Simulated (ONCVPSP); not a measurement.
**What one change does to a pseudopotential (Ca (Z = 20), ONCV)**

```json
{
 "Element": "calcium (Ca)",
 "Generator": "ONCVPSP 4.0.1",
 "Type": "optimised norm-conserving Vanderbilt (ONCV)",
 "Functional": "PBE",
 "Relativity": "scalar-relativistic",
 "Frozen core": "[Ne]",
 "Valence charge": "10",
 "Reference configuration": "3s2 3p6 4s1.5 4p0.5",
 "Partial waves": "3s+4s: rc 1.90 bohr, ncon 4, nbas 7, qcut 4.8 1/bohr, 2 projectors; 3p+4p: rc 1.85 bohr, ncon 3, nbas 8, qcut 6.3 1/bohr, 2 projectors; d scattering state at 0.11 Ha: rc 1.55 bohr, ncon 3, nbas 8, qcut 7 1/bohr, 2 projectors, debl 1.9 Ha",
 "Local potential": "polynomial inside 1.00 bohr (lpopt 2, dvloc0 -1 Ha)",
 "Core correction": "Teter function, fcfact 1.5, rcfact 1.3"
}
```

In the d channel the program set the typed energies aside and used 0.050, 1.950 Ha.

Change: s: rc 1.84.

Cutoffs: the cutoffs (Ha) at which the residual kinetic energy of the hardest occupied pseudo-wave falls to 1 and 0.1 mHa per electron; they do not see the model core or the augmentation charge, which bear on the density cutoff. Errors are all-electron minus pseudo energies relative to the spin-unpolarised reference configuration.

Question: How do hardness, ghosts and transferability respond?

Answer: The potential gets harder (14 Ha and 17 Ha → 14 Ha and 27 Ha); the errors of the 4 common tests hardly move; neither file shows a bound ghost. A smaller radius makes the pseudo-wave follow the all-electron one further in, where it bends more sharply, so more plane waves are needed.

| quantity | base | changed |
| --- | --- | --- |
| cutoff, loose | 14 Ha | 14 Ha |
| cutoff, tight | 17 Ha | 27 Ha |
| loose cutoff by channel | s 7.0 Ha, p 14 Ha | s 8.9 Ha, p 14 Ha |
| bound ghosts | none | none |
| GHOST(+) flags under 300 eV | none | none |
| error for 3s2 3p6 4s2 4p0, meV [ΔE -1.20 eV] | 0.0 | 0.0 |
| error for 3s2 3p6 4s1 4p0, meV [ΔE 5.11 eV] | -0.2 | -0.2 |
| error for 3s2 3p6 4s0 4p0, meV [ΔE 16.93 eV] | -2.1 | -2.0 |
| error for 3s2 3p5 4s2 4p0, meV [ΔE 33.47 eV] | +26 | +25 |
| p: phases at 1.88 bohr within 0.05 rad from the reference energy up to (Ha; the scan ends near 5) | to the end of the scan | to the end of the scan |
| d: phases at 1.57 bohr within 0.05 rad from the reference energy up to (Ha; the scan ends near 5) | to the end of the scan | to the end of the scan |
| rms error of d²Exc/dni dnj with the model core, mHa | 0.39 | 0.35 |
